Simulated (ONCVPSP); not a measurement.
**Which change was made? (Ce, ONCV)**

Ce, optimised norm-conserving Vanderbilt (ONCV), made with ONCVPSP 4.0.1 (LDA (Perdew-Wang 92), scalar-relativistic). Core [Kr] 4d10 4f1, reference 5s2 5p6 5d1 6s1.5 (charge +0.5). Waves: 5s+6s: rc 2.30 bohr, ncon 4, nbas 7, qcut 6.5 1/bohr, 3 projectors, debl 1.2 Ha; 5p: rc 2.70 bohr, ncon 4, nbas 8, qcut 4.7 1/bohr, 2 projectors, debl 0.4 Ha; 5d: rc 3.30 bohr, ncon 4, nbas 9, qcut 3.8 1/bohr, 3 projectors, debl 1.2 Ha. Local part: polynomial inside 2.00 bohr (lpopt 5, dvloc0 6 Ha). Core correction: Teter function, fcfact 4, rcfact 1.35.

In the p channel the program set the typed energies aside and used -0.961, 0.250 Ha.

Cutoffs, loose and tight: the cutoffs (Ha) at which the residual kinetic energy of the hardest occupied pseudo-wave falls to 1 and 0.1 mHa per electron. They do not see the model core or the augmentation charge, which bear on the density cutoff. Test errors are all-electron minus pseudo excitation energies from the reference, over the configurations 5s2 5p6 5d1 6s2; 5s2 5p6 5d1 6s1; 5s2 5p6 5d1 6s0; 5s2 5p6 5d2 6s1; variants that change the core or the reference have their own tests.

The base gives: outcome: generated, projector energies reset by the program; cutoff, loose: 12 Ha; cutoff, tight: 15 Ha; bound ghosts: s; GHOST(+) flags above zero: none; largest test error (meV): -2.4.

**Question.** After one change the result is: outcome: generated, projector energies reset by the program; cutoff, loose: 10.0 Ha; cutoff, tight: 12 Ha; bound ghosts: none; GHOST(+) flags above zero: s; largest test error (meV): -4.8. Which change was it?
A. reference 5s2 5p6 5d1; wave 5s+6s: rc 2.30 bohr, ncon 4, nbas 7, qcut 6.5 1/bohr, 3 projectors, debl 1.2 Ha becomes 5s: rc 2.30 bohr, ncon 4, nbas 7, qcut 6.5 1/bohr, 3 projectors, debl 1.2 Ha
B. all radii but the core radius scaled by about 1.17 (s 2.68, p 3.16, d 3.86 bohr); local potential polynomial inside 2.34 bohr (lpopt 5, dvloc0 6 Ha)
C. core [Kr] 4d10, valence charge 12; reference 4f1 5s2 5p6 5d1 6s1.5 6p0.5; waves now 5s+6s: rc 2.70 bohr, ncon 4, nbas 7, qcut 4.6 1/bohr, 2 projectors; 5p+6p: rc 2.40 bohr, ncon 4, nbas 8, qcut 6.4 1/bohr, 2 projectors; 5d: rc 2.70 bohr, ncon 4, nbas 7, qcut 3 1/bohr, 1 projector; 4f: rc 1.90 bohr, ncon 4, nbas 8, qcut 8.2 1/bohr, 2 projectors, debl 0.5 Ha; local potential polynomial inside 1.85 bohr (lpopt 5, dvloc0 0 Ha)
D. local potential polynomial inside 2.00 bohr (lpopt 5, dvloc0 3 Ha)

**Answer.** B. The others give: reference 5s2 5p6 5d1; wave 5s+6s: rc 2.30 bohr, ncon 4, nbas 7, qcut 6.5 1/bohr, 3 projectors, debl 1.2 Ha becomes 5s: rc 2.30 bohr, ncon 4, nbas 7, qcut 6.5 1/bohr, 3 projectors, debl 1.2 Ha → outcome: generated, projector energies reset by the program; cutoff, loose: 12 Ha; cutoff, tight: 15 Ha; bound ghosts: s; GHOST(+) flags above zero: none; largest test error (meV): +9.7 | core [Kr] 4d10, valence charge 12; reference 4f1 5s2 5p6 5d1 6s1.5 6p0.5; waves now 5s+6s: rc 2.70 bohr, ncon 4, nbas 7, qcut 4.6 1/bohr, 2 projectors; 5p+6p: rc 2.40 bohr, ncon 4, nbas 8, qcut 6.4 1/bohr, 2 projectors; 5d: rc 2.70 bohr, ncon 4, nbas 7, qcut 3 1/bohr, 1 projector; 4f: rc 1.90 bohr, ncon 4, nbas 8, qcut 8.2 1/bohr, 2 projectors, debl 0.5 Ha; local potential polynomial inside 1.85 bohr (lpopt 5, dvloc0 0 Ha) → outcome: generated; cutoff, loose: 31 Ha; cutoff, tight: 43 Ha; bound ghosts: none; GHOST(+) flags above zero: none; largest test error (meV): -6.9 over the solved tests; 1 of 4 tests not solved or not reliable | local potential polynomial inside 2.00 bohr (lpopt 5, dvloc0 3 Ha) → outcome: generated, projector energies reset by the program; cutoff, loose: 12 Ha; cutoff, tight: 15 Ha; bound ghosts: none; GHOST(+) flags above zero: s; largest test error (meV): -2.3.
